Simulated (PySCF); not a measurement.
The scaffold SiH2(OH)-X carries different groups X. All species are isolated molecules in the gas phase. One relaxed conformer stands for each flexible species; it need not be the lowest. Strings in code marks are SMILES.

These are PySCF with PBE0-D4/def2-TZVP values and carry that method's errors. All candidates: neutral, multiplicity 1. Delta-SCF ions had no search for a lower state. Excitations are Tamm–Dancoff values on a coarser integration grid. The basis has no diffuse functions, so Rydberg states are missing or too high.

The T1 excitation (TDA) comes out as 6.57 eV and the S1 excitation (TDA) is 7.05 eV. The vertical ionisation energy (Delta-SCF) is 10.30 eV.

### Question
Which member has these values?
A) `C[S@](=O)[SiH2]O` (O–S–Si–O torsion -17°, S–Si–O–H torsion 14°)
B) `N[SiH2]O`
C) `O[SiH2][GeH3]` (H–O–Si–Ge torsion 60°)
D) `O[SiH2]Br` (H–O–Si–Br torsion 58°)

### Answer
B, `N[SiH2]O`. The others give `O[SiH2][GeH3]` (H–O–Si–Ge torsion 60°): 5.45 eV, 6.12 eV, 9.86 eV; `C[S@](=O)[SiH2]O` (O–S–Si–O torsion -17°, S–Si–O–H torsion 14°): 4.25 eV, 4.81 eV, 9.06 eV; `O[SiH2]Br` (H–O–Si–Br torsion 58°): 6.79 eV, 7.14 eV, 10.73 eV
